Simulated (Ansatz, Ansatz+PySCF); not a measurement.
```xyz
2

Rh    0.0000    0.0000    0.0000
O     0.0000    0.0000    1.7160
```

Basis set: def2-SVP (spherical functions, with the set's core potentials past Kr). Charge 0, multiplicity 4.

Computed with Ansatz (development build ahead of 0.2.0); each method stands on the lowest determinant of its kind that the runs found. Restricted functionals stand beside restricted open-shell atoms, which can lie above the unrestricted atoms usual in DFT and then raise those values.

Problem. Give the atomization energy at this shape (free ground-state atoms in the same class of orbitals less the molecule, no zero-point energy) of quartet RhO by r²SCAN (unrestricted), r²SCAN (restricted open-shell), ωB97X (unrestricted), PBE (unrestricted), PBE (restricted open-shell), PBE0 (unrestricted), UHF, ROHF.

Solution.

```json
{"method": "r²SCAN (unrestricted)", "atomization energy": "102.08 kcal/mol"}
{"method": "r²SCAN (restricted open-shell)", "atomization energy": "103.44 kcal/mol"}
{"method": "ωB97X (unrestricted)", "atomization energy": "96.57 kcal/mol"}
{"method": "PBE (unrestricted)", "atomization energy": "119.64 kcal/mol"}
{"method": "PBE (restricted open-shell)", "atomization energy": "120.47 kcal/mol"}
{"method": "PBE0 (unrestricted)", "atomization energy": "89.84 kcal/mol"}
{"method": "UHF", "atomization energy": "-8.38 kcal/mol"}
{"method": "ROHF", "atomization energy": "-9.10 kcal/mol"}
```

Caution: other spin multiplicities were not run. Caution for ROHF: the determinant may break the point group.
